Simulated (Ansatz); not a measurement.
`CC[Si](F)(F)F` → `F[SiH](F)F` + `C=C` at 700 K and 1 bar (β-hydride elimination).

Program: Ansatz. Geometries: PBE0-D4/def2-TZVP. ΔE: electronic, gas phase. CCSD(T)/CBS adds triple-zeta CCSD(T) − MP2 to the extrapolated MP2 energy (def2 sets, frozen cores). This one scheme is used for every species. One conformer a species, not always the lowest.

```json
{"species": "`CC[Si](F)(F)F`", "CCSD(T)/CBS energy (Eh)": "-667.80639", "H − E (kJ/mol)": "279.6", "S (J/(mol·K))": "480.0"}
{"species": "`F[SiH](F)F`", "CCSD(T)/CBS energy (Eh)": "-589.26725", "H − E (kJ/mol)": "92.9", "S (J/(mol·K))": "344.3"}
{"species": "`C=C`", "CCSD(T)/CBS energy (Eh)": "-78.48111", "H − E (kJ/mol)": "168.9", "S (J/(mol·K))": "268.4"}
```

H − E and S are ideal-gas, rigid-rotor, harmonic terms from PBE0-D4/def2-TZVP, for one conformer and one mirror image of each species. 1 Eh = 2625.50 kJ/mol, R = 8.31446 J/(mol·K).

Q: By hand: ΔE, ΔH, ΔS and ΔG.

A: ΔE = (-589.26725) + (-78.48111) − (-667.80639) = 0.05803 Eh = 152.4 kJ/mol. Δ(H − E) = 92.9 + 168.9 − 279.6 = -17.8, so ΔH = 134.6 kJ/mol. ΔS = 344.3 + 268.4 − 480.0 = 132.7 J/(mol·K). ΔG = 134.6 − 700 × (132.7)/1000 = 41.7 kJ/mol.

Q: By hand: the equilibrium constant, and the temperature at which ΔG would vanish if ΔH and ΔS stayed fixed.

A: log₁₀ K = −ΔG/(RT ln 10) = -3.1. ΔG = 0 at ΔH/ΔS = 1014 K.

The number of gas molecules changes by +1, which sets the sign of ΔS. A doubt of 5 kJ/mol in ΔE shifts log₁₀ K by 0.4 here. Other conformers and mirror images would add mixing entropy, several J/(mol·K) or more a flexible species. These are equilibria of isolated gas molecules and say nothing of rates. Largest T1 diagnostic: 0.012 (customary marks: 0.02 for closed shells, 0.045 for open ones).
